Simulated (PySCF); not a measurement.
Species, as SMILES: F[SiH] (F-SiH) (closed-shell singlet).
Geometry (B3LYP-D3(BJ)/def2-TZVP, fixed):
```xyz
3

Si    -0.2468    -0.3148     0.4521
H     -0.9813    -1.2112    -0.5591
F      0.4929     0.6243    -0.6411
```

Basis-set convergence of the lowest singlet excitation energy at PBE with PySCF. Tamm-Dancoff approximation; the state is taken by its order, and sets in which it differs in degeneracy or brightness are left out, yet its character can still change. All functions are spherical. Density fitting with generated auxiliary sets. No added dispersion term, no relativity. Reference: the value in aug-pcseg-3, 2.956 eV, itself unsure by roughly 0.004 eV (its mean distance from aug-cc-pV(Q+d)Z, aug-pcseg-2, aug-cc-pV(T+d)Z). Deviations are taken from unrounded values. Cost is core time over that of 6-31G**, rough, on shared machines of one kind.

```
basis              functions  lowest singlet excitation energy (eV)  minus reference (eV)  cost
-----------------  ---------  -------------------------------------  --------------------  ----
6-31G**                   37                                  2.986                 0.030    1×
pcseg-1                   37                                  2.966                 0.010  0.9×
cc-pV(D+d)Z               42                                  2.982                 0.025    1×
aug-pcseg-1               59                                  2.929                -0.027    2×
def2-TZVP                 74                                  2.977                 0.020    2×
cc-pV(T+d)Z               83                                  2.986                 0.030    3×
jun-cc-pV(T+d)Z          101                                  2.954                -0.002    4×
6-311++G(3df,3pd)        104                                  2.956                 0.000    5×
aug-pcseg-2              119                                  2.949                -0.007    6×
cc-pV(Q+d)Z              149                                  2.970                 0.014    9×
def2-QZVPPD              175                                  2.961                 0.005   10×
aug-cc-pV(Q+d)Z          215                                  2.960                 0.003   20×
aug-pcseg-3              223                                  2.956                 0.000   20×
```

The smallest set listed that lies within 0.05 eV of the reference with all its larger relatives (same family, alike in diffuse functions; a set with none counts only in the reference's own line) is 6-31G** (37 functions, 1× in cost, 0.030 eV off), level with pcseg-1. Inside, with no larger relative to test it: 6-311++G(3df,3pd), def2-QZVPPD. (Relatives not listed, tested too: 6-311G** 0.011, pcseg-2 0.010, def2-TZVPP 0.017, aug-cc-pV(T+d)Z -0.002, def2-QZVP 0.008, def2-QZVPP 0.008, pcseg-3 0.005 eV.)
